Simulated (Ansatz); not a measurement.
The cluster Sn3O9H6⁺. The state is a doublet with charge 1. Geometry r2SCAN-D4/def2-SVP, that of the neutral singlet; atoms count from 1.

```
atom   x (Å)   y (Å)   z (Å)
 Sn1  -0.797   1.699  -1.814
 Sn2  -0.399  -1.027   2.337
 Sn3   2.598   1.223   1.741
  O4   1.321  -0.214   1.499
  O5   1.263   0.907  -1.305
  O6  -0.786   0.617  -3.495
  O7  -1.561   0.207   0.665
  O8  -1.212  -0.132  -0.666
  O9   2.880   2.217   0.179
 O10  -0.418  -2.562   0.953
 O11  -1.734  -2.523   0.317
 O12  -2.941  -0.173   0.906
 H13   1.954   1.505  -0.819
 H14  -0.216  -0.165  -3.447
 H15  -2.844  -1.158   0.785
 H16  -1.517  -1.939  -0.448
 H17   3.311   1.343   3.288
 H18   1.099   0.173  -0.676
```

In the def2 sets Sn takes a core potential; there is no spin–orbit coupling. The structure holds 3 bonds between oxygen atoms, so isomers without such links may lie far lower. The structure comes from a short search, and lower isomers may exist.

(1) Estimate the Mulliken populations from the PBE0/def2-SVP orbitals of Ansatz.

(2) Where does the spin sit?

(3) And the Mayer bond orders between bonded heavy atoms (over 0.3)?

Answers

(1) 
```
atom  charge (e)  spin (α − β)
 Sn1        0.99          0.21
 Sn2        1.00          0.07
 Sn3        0.98         -0.01
  O4       -0.72          0.05
  O5       -0.36          0.02
  O6       -0.46          0.12
  O7       -0.15          0.01
  O8       -0.38          0.11
  O9       -0.58          0.01
 O10       -0.30          0.27
 O11       -0.12          0.15
 O12       -0.09          0.02
 H13        0.27          0.00
 H14        0.21          0.00
 H15        0.21          0.00
 H16        0.24          0.00
 H17        0.03          0.00
 H18        0.21          0.00
```
Mulliken values and Mayer orders depend strongly on the basis.

(2) Summed by element: Sn 0.27, O 0.74, H -0.01, of 1 unpaired in all. Largest on single atoms: O10 0.27, Sn1 0.21, O11 0.15.

(3) Sn1–O5 0.45 (2.26 Å); Sn1–O6 0.99 (2.00 Å); Sn1–O8 0.45 (2.20 Å); Sn2–O4 0.75 (2.08 Å); Sn2–O10 0.62 (2.07 Å); Sn3–O4 0.97 (1.94 Å); Sn3–O9 1.63 (1.87 Å); O7–O8 0.90 (1.42 Å); O7–O12 0.89 (1.45 Å); O10–O11 1.00 (1.46 Å).
